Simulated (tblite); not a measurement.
Compound: C6H3F4P.
Atom-mapped SMILES: `[F:1][c:2]1[cH:3][cH:4][cH:5][c:6]([C:7]([F:8])([F:9])[F:10])[p:11]1` (hydrogens: H12 on C3; H13 on C4; H14 on C5)

The geometry is computed with GFN2-xTB (gas phase).

Give the optimised bond lengths and angles.

```csv
bond,length (pm),order
F1–C2,135.1,single
C2–C3,137.7,aromatic
C3–C4,138.6,aromatic
C4–C5,138.3,aromatic
C5–C6,138.5,aromatic
C6–C7,149.8,single
"C7–F8, C7–F9, C7–F10",134.4,single
C6–P11,174.2,aromatic
C2–P11,174.5,aromatic
C3–H12,108.1,single
C4–H13,107.9,single
C5–H14,108.1,single
```

Bonds in one row agree within 1 pm and their mean is given. Orders are formal, as drawn. A selection of angles:
```csv
angle,degrees
F1–C2–C3,117.0
F1–C2–P11,114.6
C3–C2–P11,128.4
C2–C3–C4,122.2
C3–C4–C5,122.3
C4–C5–C6,123.0
C5–C6–C7,117.3
C5–C6–P11,127.5
C7–C6–P11,115.2
C6–C7–F8,112.8
C6–C7–F9,111.9
F8–C7–F9,106.6
F8–C7–F10,105.9
C2–P11–C6,96.7
```

Torsions: C5–C6–C7–F8 59° (synclinal).

P11 (phosphorus bonded to 2 C) is bent (angle 96.7°). The C–C distances run from 1.377 Å (C2–C3, aromatic) to 1.498 Å (C6–C7, drawn single), a spread of 0.121 Å. Of the pairs four or more bonds apart, F8···H14 is among the closest relative to their van der Waals radii: 2.73 Å, 102 % of the sum of Bondi's values. The 6-membered ring C2–C3–C4–C5–C6–P11 has internal angles of 96.7° to 128.4° (sum 720°, against 720° for a flat polygon); it is planar, 0.00 Å rms from its mean plane, widest ring torsion 0°.

Point group: Cs (tolerance 0.08 Å). Its GFN2-xTB frequencies are all real (lowest 18 cm⁻¹). 2 starts were optimised and ended at 0.00 and 0.52 kcal/mol (GFN2-xTB); the lowest of these is shown.

The run took 0.21 s on Arm Neoverse V2, one thread (shared host). This is the geometry optimisation.
